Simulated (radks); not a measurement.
Results of a calculation; reference values are marked as such.
Excited configurations of the samarium ion Sm2+: one electron is placed in a higher orbital outside [Xe] 4f5. The ground configuration is [Xe] 4f6. Code: a radial shooting solver on a logarithmic mesh with Libxc functionals. Model: Dirac Kohn-Sham, PBE, spin-unpolarised, spherical densities, point nucleus; open shells are shared between the two j in proportion to 2j + 1. Excitation = E - E(ground); binding = E(ion) - E, where the ion is the core of charge +3; n* = 3/sqrt(2 binding) in atomic units, and the quantum defect is n - n*. Eigenvalue and <r> are those of j = l + 1/2.

outer orbital  excitation (eV)  binding (eV)     n*  quantum defect  eigenvalue (eV)  <r> (bohr)
5d                       4.085        19.692  2.494           2.506          -15.000       2.432
6p                       9.185        14.592  2.897           3.103          -11.942       4.146
6d                      14.304         9.473  3.595           2.405           -7.853       5.754
6f                      18.460         5.317  4.799           1.201           -4.390       9.762
7d                      17.885         5.891  4.559           2.441           -4.978       9.785

Estimate the row for 7f.

Answer. excitation (eV) 20.032; binding (eV) 3.745; n* 5.718; quantum defect 1.282; eigenvalue (eV) -3.177; <r> (bohr) 14.84. The Delta-SCF ionisation energy is 23.777 eV (NIST Atomic Spectra Database: 23.6 eV, semi-empirical). Self-interaction in the functional shifts the binding energies and quantum defects, so they are the method's values and not measured ones. Spin polarisation and multiplet splitting are left out, so open shells lie too high by an amount that depends on their filling. Sharing an open shell by 2j + 1 raises it above the true ground level by a part of the spin-orbit splitting, which enters the differences from NIST.

Beside tabulated values, note that spin-unpolarised runs miss the spin-polarisation part of the exchange energy of open shells.
